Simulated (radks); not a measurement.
Values are calculated unless marked as measured or tabulated.
Task: The mean radii <r> (bohr) of the occupied orbitals of an atom or ion are listed with their occupations. Code: a radial shooting solver on a logarithmic mesh with Libxc functionals. Model: scalar-relativistic Kohn-Sham, PBE, spin-unpolarised, spherical densities, point nucleus.

orbital  occ.      <r>
1s          2  0.02317
2s          2  0.09849
2p          6  0.08662
3s          2   0.2495
3p          6   0.2453
3d          6   0.2196

Name the element and its charge.

Result: Z = 61, promethium, charge +37: Pm37+ in [Ar] 3d6. The 1s radius gives Z: for a bare nucleus <r> = (2 gamma + 1)/(2Z) with gamma = sqrt(1 - (Z/c)^2), 0.02288 bohr for Z = 61, and screening makes it slightly larger (0.02317 here). The occupations add up to 24, and the charge is Z minus that.
